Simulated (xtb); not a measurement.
Job for xtb: GFN2-xTB on BrH3SiSn (SMILES [SiH3][Sn][Br]), a point of a torsion scan.

```
$ xtb mol.xyz --gfn 2 --opt vtight --chrg 0 --uhf 0 --input xcontrol
6

Si    -0.82765932     0.00125800     0.01675469
Sn     1.36068741     1.24285825    -0.08589348
Br     2.83916437    -0.04561864    -1.68616946
H     -1.07403672    -0.42277982     1.38757535
H     -1.89104109     0.87782194    -0.49859195
H     -0.75108273    -1.18956467    -0.85460060
$constrain
  force constant=1.0
  dihedral: 4,1,2,3,120.0
$end
```

Output:

```
[...]
           -------------------------------------------------
          |                Calculation Setup                |
           -------------------------------------------------



           -------------------------------------------------
          |                 G F N 2 - x T B                 |
           -------------------------------------------------

        Reference                      10.1021/acs.jctc.8b01176
      * Hamiltonian:
        H0-scaling (s, p, d)           1.850000    2.230000    2.230000
        zeta-weighting                 0.500000
      * Dispersion:
        s8                             2.700000
        a1                             0.520000
        a2                             5.000000
        s9                             5.000000
      * Repulsion:
        kExp                           1.500000    1.000000
        rExp                           1.000000
      * Coulomb:
        alpha                          2.000000
        third order                    shell-resolved
        anisotropic                    true
        a3                             3.000000
        a5                             4.000000
        cn-shift                       1.200000
        cn-exp                         4.000000
        max-rad                        5.000000


          ...................................................
          :                      SETUP                      :
          :.................................................:
          :  # basis functions                  33          :
          :  # atomic orbitals                  30          :
          :  # shells                           12          :
          :  # electrons                        18          :
          :  max. iterations                   250          :
          :  Hamiltonian                  GFN2-xTB          :
          :  restarted?                      false          :
          :  GBSA solvation                  false          :
          :  PC potential                    false          :
          :  electronic temp.          300.0000000     K    :
          :  accuracy                    1.0000000          :
          :  -> integral cutoff          0.2500000E+02      :
          :  -> integral neglect         0.1000000E-07      :
          :  -> SCF convergence          0.1000000E-05 Eh   :
          :  -> wf. convergence          0.1000000E-03 e    :
          :  Broyden damping             0.4000000          :
          :  net charge                          0          :
          :  unpaired electrons                  0          :
          ...................................................

 iter      E             dE          RMSdq      gap      omega  full diag
   1     -8.6880178 -0.868802E+01  0.367E+01    0.57       0.0  T
   2     -8.4892358  0.198782E+00  0.305E+01    2.20       1.0  T
   3     -9.5344077 -0.104517E+01  0.117E+01    1.53       1.0  T
   4     -9.4871179  0.472898E-01  0.166E+01    1.25       1.0  T
   5     -9.5201632 -0.330453E-01  0.105E+01    1.42       1.0  T
   6     -9.5364220 -0.162588E-01  0.255E+00    1.89       1.0  T
   7     -9.5393440 -0.292206E-02  0.181E+00    1.86       1.0  T
   8     -9.5464726 -0.712854E-02  0.989E-01    1.81       1.0  T
   9     -9.5463412  0.131386E-03  0.342E-01    1.77       1.0  T
  10     -9.5466099 -0.268771E-03  0.143E-01    1.79       1.0  T
  11     -9.5465600  0.499963E-04  0.294E-01    1.78       1.0  T
  12     -9.5466288 -0.688076E-04  0.591E-02    1.79       1.0  T
  13     -9.5466289 -0.183677E-06  0.115E-02    1.79       3.6  T
  14     -9.5466289 -0.442756E-08  0.387E-03    1.79      10.5  T
  15     -9.5466290 -0.160486E-07  0.148E-03    1.79      27.5  T
  16     -9.5466290  0.579632E-09  0.141E-03    1.79      28.9  T
  17     -9.5466290 -0.215815E-08  0.145E-04    1.79     281.0  T
  18     -9.5466290 -0.257572E-11  0.709E-05    1.79     576.0  T

   *** convergence criteria satisfied after 18 iterations ***

         #    Occupation            Energy/Eh            Energy/eV
      -------------------------------------------------------------
         1        2.0000           -0.8314253             -22.6242
       ...           ...                  ...                  ...
         3        2.0000           -0.6942792             -18.8923
         4        2.0000           -0.4408304             -11.9956
         5        2.0000           -0.4344382             -11.8217
         6        2.0000           -0.4251588             -11.5692
         7        2.0000           -0.4085953             -11.1184
         8        2.0000           -0.4081663             -11.1068
         9        2.0000           -0.3478729              -9.4661 (HOMO)
        10                         -0.2820870              -7.6760 (LUMO)
        11                         -0.2244496              -6.1076
        12                         -0.1835897              -4.9957
        13                   
[...]
        -0.4109364             -11.1821
         8        2.0000           -0.4103613             -11.1665
         9        2.0000           -0.3526614              -9.5964 (HOMO)
        10                         -0.2827283              -7.6934 (LUMO)
        11                         -0.2188132              -5.9542
        12                         -0.1876526              -5.1063
        13                         -0.1852943              -5.0421
        14                         -0.1538032              -4.1852
       ...                                ...                  ...
        30                          0.9605617              26.1382
      -------------------------------------------------------------
                  HL-Gap            0.0699331 Eh            1.9030 eV
             Fermi-level           -0.3176949 Eh           -8.6449 eV

 SCC (total)                   0 d,  0 h,  0 min,  0.004 sec
 SCC setup                      ...        0 min,  0.000 sec (  1.870%)
 Dispersion                     ...        0 min,  0.000 sec (  0.445%)
 classical contributions        ...        0 min,  0.000 sec (  0.227%)
 integral evaluation            ...        0 min,  0.001 sec ( 28.862%)
 iterations                     ...        0 min,  0.001 sec ( 20.555%)
 molecular gradient             ...        0 min,  0.002 sec ( 45.049%)
 printout                       ...        0 min,  0.000 sec (  2.726%)

         :::::::::::::::::::::::::::::::::::::::::::::::::::::
         ::                     SUMMARY                     ::
         :::::::::::::::::::::::::::::::::::::::::::::::::::::
         :: total energy              -9.522147234145 Eh    ::
         :: gradient norm              0.000042229208 Eh/a0 ::
         :: HOMO-LUMO gap              1.902975785102 eV    ::
         ::.................................................::
         :: SCC energy                -9.550211192649 Eh    ::
         :: -> isotropic ES            0.009218746367 Eh    ::
         :: -> anisotropic ES          0.005755130753 Eh    ::
         :: -> anisotropic XC         -0.006295450890 Eh    ::
         :: -> dispersion             -0.004684056609 Eh    ::
         :: repulsion energy           0.028063957857 Eh    ::
         :: add. restraining           0.000000000646 Eh    ::
         :: total charge               0.000000000000 e     ::
         :::::::::::::::::::::::::::::::::::::::::::::::::::::

           -------------------------------------------------
          |                Property Printout                |
           -------------------------------------------------

    * Orbital Energies and Occupations

         #    Occupation            Energy/Eh            Energy/eV
      -------------------------------------------------------------
         1        2.0000           -0.8346455             -22.7119
         2        2.0000           -0.7978484             -21.7106
         3        2.0000           -0.6872804             -18.7019
         4        2.0000           -0.4297466             -11.6940
         5        2.0000           -0.4242529             -11.5445
         6        2.0000           -0.4205884             -11.4448
         7        2.0000           -0.4109364             -11.1821
         8        2.0000           -0.4103613             -11.1665
         9        2.0000           -0.3526614              -9.5964 (HOMO)
        10                         -0.2827283              -7.6934 (LUMO)
        11                         -0.2188132              -5.9542
        12                         -0.1876526              -5.1063
        13                         -0.1852943              -5.0421
        14                         -0.1538032              -4.1852
        15                         -0.1133038              -3.0832
        16                         -0.1035897              -2.8188
        17                         -0.0797894              -2.1712
        18                         -0.0675870              -1.8391
        19                         -0.0272550              -0.7416
        20                         -0.0071053              -0.1933
       ...                                ...                  ...
        30                          0.9605617              26.1382
      -------------------------------------------------------------
                  HL-Gap            0.0699331 Eh            1.9030 eV
             Fermi-level           -0.3176949 Eh           -8.6449 eV

     #   Z          covCN         q      C6AA      α(0)
     1  14 Si       3.646     0.342   101.552    19.323
     2  50 Sn       1.731     0.248   456.247    45.910
     3  35 Br       0.830    -0.277   192.544    22.372
     4   1 H        0.914    -0.115     6.141     3.876
     5   1 H        0.914    -0.116     6.168     3.885
     6   1 H        0.916    -0.081     4.943     3.478
Note: The following floating-point exceptions are signalling: IEEE_DENORMAL
normal termination of xtb

 Mol. C6AA /au·bohr⁶  :       2718.309561
 Mol. C8AA /au·bohr⁸  :     208900.334233
 Mol. α(0) /au        :         98.843095


Wiberg/Mayer (AO) data.
largest (>0.10) Wiberg bond orders for each atom

 ---------------------------------------------------------------------------
     #   Z sym  total        # sym  WBO       # sym  WBO       # sym  WBO
 ---------------------------------------------------------------------------
     1  14 Si   3.570 --     2 Sn   0.963     5 H    0.867     4 H    0.867
                             6 H    0.862
     2  50 Sn   2.404 --     3 Br   1.224     1 Si   0.963
     3  35 Br   1.238 --     2 Sn   1.224
     4   1 H    0.987 --     1 Si   0.867
     5   1 H    0.987 --     1 Si   0.867
     6   1 H    0.993 --     1 Si   0.862
 ---------------------------------------------------------------------------

Topologies differ in total number of bonds
Writing topology from bond orders to xtbtopo.mol

molecular dipole:
                 x           y           z       tot (Debye)
 q only:       -0.434       0.841       0.754
   full:       -0.472       2.058       1.591       6.720
molecular quadrupole (traceless):
                xx          xy          yy          xz          yz          zz
 q only:       -5.641       3.550       6.344       6.709      -0.305      -0.703
  q+dip:      -10.156      10.773      13.703      14.414      -1.036      -3.546
   full:      -12.073       8.407      13.173      15.711      -3.522      -1.099

           -------------------------------------------------
          |                Geometry Summary                 |
           -------------------------------------------------

      molecular mass/u    :      229.7229613
   center of mass at/Å    :        1.6208922       0.6814016      -0.6154075
  moments of inertia/u·Å² :        0.1537630E+03   0.4037701E+03   0.5520797E+03
rotational constants/cm⁻¹ :        0.1096339E+00   0.4175057E-01   0.3053478E-01

 * 3 selected distances

     #   Z          #   Z                                           value/Å
     1  14 Si       4   1 H                                       1.4782139 (max)
     1  14 Si       5   1 H                                       1.4781313
     1  14 Si       6   1 H                                       1.4716037 (min)

 * 1 distinct bonds (by element types)

   Z      Z             #   av. dist./Å        max./Å        min./Å
   1 H   14 Si          3     1.4759830     1.4782139     1.4716037


optimized geometry written to: xtbopt.xyz


           -------------------------------------------------
          | TOTAL ENERGY               -9.522147234145 Eh   |
          | GRADIENT NORM               0.000042229208 Eh/α |
          | HOMO-LUMO GAP               1.902975785102 eV   |
           -------------------------------------------------

------------------------------------------------------------------------
------------------------------------------------------------------------
 total:
 SCF:
 ANC optimizer:
```

The run finished.

Warnings raised: the energy holds the restraint's term.

Cost: around 0.10 core-seconds (rough).
